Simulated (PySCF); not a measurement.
Can point charges reproduce the dipole moment of `CS(=O)(=O)CCF`?

Coordinates (GFN2-xTB, Å) and charges (e) from the PBE0/pcSseg-1 density (PySCF):

| atom | x | y | z | Mulliken | IAO | Hirshfeld | ESP-fitted |
| --- | --- | --- | --- | --- | --- | --- | --- |
| C1 | 1.725 | 0.348 | -0.527 | -0.3631 | -0.6352 | -0.1209 | -0.6296 |
| S2 | 0.717 | -0.815 | 0.424 | +0.9008 | +1.9915 | +0.5229 | +1.0971 |
| O3 | 0.353 | -1.923 | -0.414 | -0.5367 | -0.8996 | -0.3167 | -0.5327 |
| O4 | 1.392 | -1.100 | 1.659 | -0.5336 | -0.8997 | -0.3306 | -0.5594 |
| C5 | -0.824 | 0.093 | 0.836 | -0.3882 | -0.4835 | -0.0835 | -0.4283 |
| C6 | -1.690 | 0.210 | -0.394 | +0.1482 | +0.0321 | +0.0248 | +0.2769 |
| F7 | -1.183 | 1.173 | -1.237 | -0.3422 | -0.3319 | -0.1089 | -0.2760 |
| H8 | 1.162 | 0.677 | -1.390 | +0.1672 | +0.1854 | +0.0522 | +0.2082 |
| H9 | 2.618 | -0.182 | -0.834 | +0.1731 | +0.1874 | +0.0703 | +0.2247 |
| H10 | 1.980 | 1.175 | 0.122 | +0.1541 | +0.1755 | +0.0615 | +0.1991 |
| H11 | -0.539 | 1.062 | 1.234 | +0.1655 | +0.1725 | +0.0578 | +0.1639 |
| H12 | -1.314 | -0.499 | 1.603 | +0.1805 | +0.1870 | +0.0710 | +0.1671 |
| H13 | -1.685 | -0.735 | -0.947 | +0.1479 | +0.1662 | +0.0444 | +0.0376 |
| H14 | -2.714 | 0.516 | -0.157 | +0.1265 | +0.1524 | +0.0557 | +0.0512 |

Task: Compute μ = Σ q r for each scheme (1 e·Å = 4.803 D) and compare with the dipole of the full density.

Result: The full density gives (-1.61, 3.08, -0.27) D, 3.49 D in size; dipole vectors point from the negative to the positive end.

| scheme | μx | μy | μz | size (D) | share of the full size (%) | angle to the full dipole (°) |
| --- | --- | --- | --- | --- | --- | --- |
| Mulliken | -1.95 | 3.16 | -0.35 | 3.72 | 107 | 4 |
| IAO | -2.31 | 3.80 | -0.04 | 4.45 | 128 | 5 |
| Hirshfeld | -1.12 | 2.36 | -0.32 | 2.63 | 75 | 3 |
| ESP-fitted | -1.64 | 3.10 | -0.30 | 3.51 | 101 | 0 |

Task: Which set comes closest?

Result: Length of the difference vector: ESP-fitted 0.04 D, Mulliken 0.35 D, Hirshfeld 0.88 D, IAO 1.03 D. Closest: ESP-fitted. 

Task: What is left for the Hirshfeld atoms' own dipoles?

Result: The shares of the density sum to the whole, so what Σ q r misses lies in dipoles about the nuclei. The atomic dipoles sum to (-1.61, 3.08, -0.27) − (-1.12, 2.36, -0.32) = (-0.49, 0.72, 0.05) D, 0.88 D in size.

Task: With the origin at the mean of the coordinates, (0.000, 0.000, -0.002) Å, which are the largest single terms, by size, of the IAO dipole along the direction of the full one?

Result: S2 -10.37, O3 +7.91, O4 +7.54, F7 -2.68, C1 +1.37 D; all 14 atoms together +4.43 D. The single terms depend on the origin, their sum doesn't.

Task: Give the size of the full dipole in other units.

Result: 3.49 D = 1.373 au = 0.727 e·Å = 11.64 × 10⁻³⁰ C·m.

Geometry: GFN2-xTB, one conformer, isolated molecule.

Shape of the structure used: `[CH3:1][S:2](=[O:3])(=[O:4])[CH2:5][CH2:6][F:7]`: C1–S2–C5–C6 74°, S2–C5–C6–F7 -76°.
